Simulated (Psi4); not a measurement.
H8NSi2 (SMILES [SiH3][NH2+][SiH3]), charge +1, singlet, at a GFN2-xTB geometry. Base run: MP2/def2-SVP (Psi4 1.11).

Here is a job for Psi4.
```
memory 2 GB

molecule mol {
1 1
Si    1.546864    0.580875   -0.004907
N     0.165864   -0.703530   -0.132892
Si   -1.639875   -0.186358    0.079429
H     2.732681   -0.236007   -0.226828
H     1.190773    1.493107   -1.080710
H     1.356306    1.072833    1.350816
H     0.360715   -1.438155    0.546674
H     0.252817   -1.164212   -1.038245
H    -1.791948    0.774993   -1.001774
H    -1.626414    0.354719    1.429753
H    -2.333820   -1.455807   -0.092745
}

set {
  basis def2-svp
  reference rhf
}

energy('mp2')
print_variables()
```

Each row names what was changed in the base input (with any setting that the change needs).

```
change              ΔE vs base (mEh)  MP2 correlation (Eh)  basis functions  core-seconds (rough)
------------------  ----------------  --------------------  ---------------  --------------------
base                           0.000              -0.39897               90                     2
freeze_core = on              22.584              -0.37639               90                     2
method = ccsd                    ___              -0.39938               90                    40
method = mp3                     ___              -0.39897               90                     3
method = mp4                 -62.697              -0.39938               90                    20
method = dlpno-mp2             0.202              -0.39877               90                     3
cc_type = df                   0.000              -0.39897               90                     2
method = ccsd(t)                 ___              -0.39938               90                    70
method = lccd                -63.784              -0.39938               90                    10
puream = off                 -25.322              -0.41481               93                     2
```

### Question
Fill in the missing entries.

### Answer

- method = ccsd, ΔE vs base (mEh): -55.455
- method = mp3, ΔE vs base (mEh): -44.521
- method = ccsd(t), ΔE vs base (mEh): -65.817
